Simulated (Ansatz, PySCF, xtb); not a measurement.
Gas-phase reaction in SMILES: C=CCCCCC + 7 [H][H] (H2) → 7 C (CH4)
Structures are relaxed separately at B3LYP-D3(BJ)/def2-TZVP in Ansatz (a program for electronic structure), one conformer each, not searched for the lowest. Frequencies are from Ansatz or PySCF.

Property: energy of full hydrogenation (0 K, with B3LYP-D3(BJ) harmonic zero-point energies), in eV. Valence correlation only, unless marked. No spin-orbit coupling. No relativistic terms. CBS marks a two-point X^-3 extrapolation of the correlation energy; Hartree-Fock from the larger set. [CCSD(T)-MP2]/basis is that difference in the basis named.

| level | program | energy of full hydrogenation (eV) |
|---|---|---|
| GFN1-xTB | xtb | … |
| r2SCAN-D3(BJ)/def2-TZVPD | Ansatz + dftd3 | -4.68 |
| r2SCAN-D4/def2-TZVPD | Ansatz + dftd4 | -4.68 |
| B97M-V/def2-TZVPD | Ansatz | … |
| B3LYP-D3(BJ)/def2-TZVPD | Ansatz + dftd3 | -4.69 |
| RI-MP2/CBS(aug-cc-pVTZ,aug-cc-pVQZ)+[CCSD(T)-MP2]/aug-cc-pVTZ | Ansatz | … |

Problem. Some entries are withheld; supply them.

Solution. 
- GFN1-xTB, energy of full hydrogenation (eV): -7.62
- B97M-V/def2-TZVPD, energy of full hydrogenation (eV): -5.07
- RI-MP2/CBS(aug-cc-pVTZ,aug-cc-pVQZ)+[CCSD(T)-MP2]/aug-cc-pVTZ, energy of full hydrogenation (eV): -4.57
